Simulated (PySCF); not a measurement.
# Excitation energy of Ir by level of theory

Ir [Xe] 4f14 5d7 6s2 (4F) → Ir [Xe] 4f14 5d7 6s1 6p1 (high-spin determinant), as a difference of total energies. Computed with PySCF 2.14 in x2c-TZVPPall (11s7p7d3f1g, 97 functions), with the spin-free X2C one-electron Hamiltonian (Gaussian nucleus). Correlated levels: valence and next inner shell: [Kr] 4d10 4f14 frozen. The calculations carry no spin-orbit coupling.

```json
{"method": "UHF", "excitation energy (cm⁻¹)": "17625"}
{"method": "MP2 (valence and next inner shell)", "excitation energy (cm⁻¹)": "29697"}
{"method": "SCS-MP2 (valence and next inner shell)", "excitation energy (cm⁻¹)": "31039"}
{"method": "CCSD (valence and next inner shell)", "excitation energy (cm⁻¹)": "28111"}
{"method": "CCSD(T) (valence and next inner shell)", "excitation energy (cm⁻¹)": "29002"}
```

A first-order spin-orbit estimate (lowest level to lowest level, LS coupling) adds 0.230 eV.

The basis was made for the ground configuration and has no added diffuse functions, so the excitation energy can come out too high.

The determinant of the upper state mixes LS terms, which raises its energy above the lowest term, most at the Hartree-Fock and MP2 levels.
